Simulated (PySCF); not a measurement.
An unknown shows these calculated signals:

¹H NMR (400 MHz, computed): δ 5.05 (m, 2H), 4.88 (m, 2H), 2.07 (m, 1H), 0.76 (m, 1H), 0.59 (m, 1H).

¹³C{¹H} NMR (computed): δ 139.4 (C), 24.8 (CH), -7.3 (CH2).

- NMR shieldings at PBE0/pcSseg-1/GIAO
- structure optimised with GFN2-xTB
- code: PySCF 2.14
- in vacuum, relativity neglected, one computed conformer, equivalent nuclei averaged

References, each an isolated molecule treated in the same way: TMS for ¹H (31.72 ppm), ¹³C (186.93 ppm).

Q: Which of these does the molecule contain: a Si–H bond, a CF3 group, a ketone, a heteroaromatic ring, a non-aromatic C=C double bond?

A: 
- A Si–H bond: yes (δH 5.05 (m), 4.88 (m)).
- A CF3 group: yes (δC 139.4).
- A ketone: no.
- A heteroaromatic ring: no.
- A non-aromatic C=C double bond: no.

The data belong to SMILES FC(F)(F)C1[SiH2]C[SiH2]1, C3H7F3Si2; they needn't prove each group on their own.

Carbon signals by region: 1 in the sp2 and nitrile region (100–160 ppm), 2 below 50 ppm.

Splittings by ¹⁹F in the carbon and heteronuclear signals aren't shown, as no couplings were computed. Shifts are as computed. Against solution values, carbons near 30 ppm lie about +3 ppm off and those near 130 ppm about +5 ppm. Of 1309 compounds with measured shifts, 239 miss one by over three times the rms of a fit or turn the order of signals round; such compounds aren't used in these exercises. Multiplicities follow the n + 1 count of equivalent neighbours, as no J values were calculated; m marks all less simple cases, F and P coupling included.
